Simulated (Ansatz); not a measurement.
Ansatz (a quantum-chemistry and plane-wave program) input (B3LYP-D3(BJ)/def2-TZVP):

Ansatz 0.2 input:
```yaml
crystal:
  periodic: [false, false, false]
  atoms:
    - {symbol: C, position_ang: [-1.23051815, 0.05332780, -0.37339851]}
    - {symbol: C, position_ang: [-0.13106176, -0.15544788, 0.40780973]}
    - {symbol: C, position_ang: [1.16353524, 0.03871306, -0.02906296]}
    - {symbol: Cl, position_ang: [2.50527550, -0.23450795, 0.97794953]}
    - {symbol: H, position_ang: [-1.13506615, 0.38801814, -1.39082463]}
    - {symbol: H, position_ang: [-2.22178915, -0.10843568, 0.00548621]}
    - {symbol: H, position_ang: [-0.26908422, -0.49211812, 1.42676074]}
    - {symbol: H, position_ang: [1.39822236, 0.37123621, -1.02674355]}
basis:
  gaussian:
    orbitals: def2-TZVP
hamiltonian:
  xc: b3lyp
  dispersion: d3bj
magnetization: {spin_polarized: true, initial_magnetization: 1}
relax: {f_tol: 0.002, max_steps: 150}
```

End of the output:

```
mean field: 0.79 GiB planned
mean field evaluation 64: about -15699.3028 eV, gradient 2.2e-4 eV
mean field -15699.32472333 eV, -576.9395421977 hartree, gradient 6.9e-6 eV, S^2 0.776801; 1 other end points of the search recorded, 0 dependent functions left out
the calculation of the forces begins
reference -15699.32496834 eV, -576.9395512018 hartree; 20, 19 occupied and 134, 135 virtual orbitals, 979 factors
Total energy: -15699.59621982 eV, -576.9495195097 hartree
Atom 0 at    -1.240540     0.054610    -0.376923 Å, force    -0.000817     0.000180    -0.000466 eV/Å
Atom 1 at    -0.131744    -0.154883     0.405803 Å, force     0.001080    -0.000127     0.000771 eV/Å
Atom 2 at     1.165707     0.038502    -0.029494 Å, force     0.000512     0.000553    -0.001391 eV/Å
Atom 3 at     2.523805    -0.237007     0.987547 Å, force     0.000024    -0.000028     0.000099 eV/Å
Atom 4 at    -1.152320     0.390897    -1.401941 Å, force     0.000086    -0.000072    -0.000154 eV/Å
Atom 5 at    -2.234836    -0.111208     0.010756 Å, force     0.000052    -0.000007     0.000253 eV/Å
Atom 6 at    -0.266893    -0.492057     1.428062 Å, force    -0.000379    -0.000031    -0.000409 eV/Å
Atom 7 at     1.416335     0.371930    -1.025834 Å, force    -0.000559    -0.000469     0.001299 eV/Å
Dipole moment:    -0.202120     0.034235    -0.130483 e Å
```

It need not be the lowest isomer of its formula.
